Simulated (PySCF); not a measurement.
Spin states of MgCd

Unrestricted PBE0; basis Mg def2-SVP, Cd def2-SVP with ECP28; scalar-relativistic core potentials; PySCF 2.14. Outer shells of the fragments: Mg 3s2; Cd 4d10 5s2.

Followed along the bond (rough minima from three points):

| 2Ms+1 | unpaired | ⟨S²⟩ at the start | R at minimum (Å) | Te (eV) |
| --- | --- | --- | --- | --- |
| 1 | none | 0.00 | 3.59 | 0.00 |
| 3 | σ ↑, π ↑ | 2.01 | 2.73 | 1.80 |

Solutions found at the starting distance of 2.755 Å, counted from the lowest of them; the search is not exhaustive and high or unbound solutions are not listed, so other states can lie among these:

| 2Ms+1 | unpaired | term | E (eV) | ⟨S²⟩ | ⟨Lz²⟩ | μ (D) |
| --- | --- | --- | --- | --- | --- | --- |
| 1 | none | ¹Σ⁺ | 0.00 | 0.00 | 0.00 | 0.18 |
| 3 | σ ↑, π ↑ | ³Π | 1.52 | 2.01 | 1.00 | -0.01 |
| 3 | σ ↑↑ | ³Σ⁺ | 1.73 | 2.00 | 0.00 | -0.99 |
| 1 | σ ↑, π ↓ | mixed | 1.81 | 1.02 | 1.01 | -0.33 |
| 3 | π ↑↑ | ³Σ⁻ | 3.99 | 2.05 | 0.00 | -0.37 |
| 1 | π ↑↓ | mixed | 4.17 | 1.01 | 2.01 | -0.62 |
| 1 | none | mixed | 4.61 | 0.00 | 2.00 | -0.96 |
| 3 | π ↑↑ | mixed | 5.58 | 2.01 | 2.01 | -2.01 |

A term symbol is given only where ⟨S²⟩ and ⟨Lz²⟩ are close to those of a pure state; real π, δ and φ orbitals otherwise mix terms. A positive dipole means Mg(−)Cd(+).

**Question.** Compare the gap between the two lowest followed solutions at the starting distance with the gap between their minima.

**Answer.** At PBE0 the second solution (triplet, unpaired electrons σ ↑, π ↑) lies +1.52 eV from the first (singlet, closed shell) at 2.755 Å and +1.80 eV at the minima; the two curves relax by different amounts, since their minima lie near 2.73 and 3.59 Å.

Counting both spins, an empty level lies below a filled one in some of these solutions, because spin and occupation are held.
